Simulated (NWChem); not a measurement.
GaHOBrF; SMILES [OH][Ga]([F])[Br]

```xyz
5

Ga     0.0130    -0.7324     0.0000
F     -1.4946    -1.6125     0.0000
Br    -0.0127     1.5166     0.0000
O      1.5152    -1.6566     0.0000
H      1.3710    -2.6104     0.0000
```
Atoms are numbered in this order, from 1.

Computed with NWChem. All runs use the structure optimised with PBE0/def2-SVP. Total energies compare along this basis series because the functional is fixed.

```
level                     basis functions  energy (Ha)  highest occupied level (eV)  orbital gap (eV)  dipole (D)
------------------------  ---------------  -----------  ---------------------------  ----------------  ----------
Hartree-Fock/pcseg-1                   87   -4670.0437                       -12.19             13.83        0.93
Hartree-Fock/aug-pcseg-1              127   -4670.0654                       -12.18             12.68        0.94
Hartree-Fock/pcseg-2                  160   -4670.7890                       -12.09             13.66        0.95
Hartree-Fock/STO-3G                    47   -4618.0925                        -7.97             13.48        1.90
Hartree-Fock/def2-SVP                  97   -4669.9797                       -12.00             13.80        1.07
```
